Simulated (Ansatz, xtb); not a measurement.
# C3H6FI: which of two isomers lies lower

We compare I, `CC(C)(F)I`, a singlet, with II, `C[C@H](I)CF`, a singlet. Both are isolated molecules in the gas phase, relaxed with PBE0-D3(BJ)/def2-SVP, each in the lowest conformer that the search found.

I (Å):

| atom | x (Å) | y (Å) | z (Å) |
| --- | --- | --- | --- |
| C | 0.2750 | -0.1534 | -1.3175 |
| C | 0.1305 | 1.0569 | -0.4314 |
| C | -1.2000 | 1.1849 | 0.2644 |
| F | 0.3516 | 2.1753 | -1.1714 |
| I | 1.7269 | 0.9957 | 1.1089 |
| H | 0.1481 | -1.0810 | -0.7446 |
| H | -0.5026 | -0.1043 | -2.0979 |
| H | 1.2592 | -0.1627 | -1.8035 |
| H | -1.3945 | 0.3185 | 0.9095 |
| H | -1.9875 | 1.2433 | -0.5053 |
| H | -1.2340 | 2.0994 | 0.8706 |

II (Å):

```xyz
11

C    -0.7452    0.4433   -0.5083
C    -1.2568   -0.0696    0.8163
C    -2.6083    0.4959    1.2035
F    -2.5056    1.8650    1.2755
I    -1.4450   -2.2354    0.8092
H    -1.4256    0.1780   -1.3315
H    -0.6831    1.5419   -0.4532
H     0.2531    0.0480   -0.7393
H    -0.5337    0.1223    1.6217
H    -2.9334    0.1117    2.1835
H    -3.3691    0.2362    0.4475
```

Quicker runs give these differences E(II) − E(I): GFN2-xTB +8.1 kJ/mol; HF/STO-3G +19.5 kJ/mol (at GFN2-xTB geometries); r2SCAN-D4/def2-SVP +22.2 kJ/mol (at GFN2-xTB geometries).

Question: Estimate E(II) − E(I) at the level CCSD(T)/def2-SVP + ΔMP2/def2-TZVPP.

Answer: Calculated at CCSD(T)/def2-SVP + ΔMP2/def2-TZVPP: E(II) − E(I) = +10.4 kJ/mol, so structure I lies lower.

How the difference moves with the method:

```
                             level              geometry  E(II) − E(I) (kJ/mol)  departure from the last row (kJ/mol)  job, with rough time for the two
                          GFN2-xTB              GFN2-xTB                    +8.1                                  −2.3              optimisation, 0.12 s
                         HF/STO-3G              GFN2-xTB                   +19.5                                  +9.1              single point, 0.92 s
                r2SCAN-D4/def2-SVP              GFN2-xTB                   +22.2                                 +11.8               single point, 4.8 s
              PBE0-D3(BJ)/def2-SVP  PBE0-D3(BJ)/def2-SVP                   +15.0                                  +4.6                optimisation, 45 s
                       HF/def2-SVP  PBE0-D3(BJ)/def2-SVP                    +2.7                                  −7.8           part of the CCSD(T) run
                      MP2/def2-SVP  PBE0-D3(BJ)/def2-SVP                   +12.7                                  +2.2           part of the CCSD(T) run
                  CCSD(T)/def2-SVP  PBE0-D3(BJ)/def2-SVP                   +12.0                                  +1.5                      single point
CCSD(T)/def2-SVP + ΔMP2/def2-TZVPP  PBE0-D3(BJ)/def2-SVP                   +10.4                                                      single point, 74 s
```

As drawn, both hold the same kinds of bond in the same numbers. Structure I has 2 methyl groups, II 1.

None of the levels shown reverses the order. The largest departure from CCSD(T)/def2-SVP + ΔMP2/def2-TZVPP is that of r2SCAN-D4/def2-SVP, 11.8 kJ/mol. The last row adds to CCSD(T) the change of the MP2 difference between the two basis sets, here −1.5 kJ/mol.

With harmonic frequencies from PBE0-D3(BJ)/def2-SVP (ideal gas, rigid rotor, one conformer each, 200 K, 1 atm): on the last row, ΔE + ΔZPE = +14.4, ΔH = +14.6, ΔG = +13.6 kJ/mol.

The correlated steps freeze 8 core orbitals; the filled d shell of I is correlated, in a basis made for valence electrons. Atoms past krypton carry core potentials in the def2 sets, other sets are all-electron and non-relativistic, and no spin–orbit term is included. Mirror images aren't counted in ΔG. Run with Ansatz 0.2.0, xtb 6.7.1; the last row on 2 threads of Arm Neoverse V1 on a shared host.
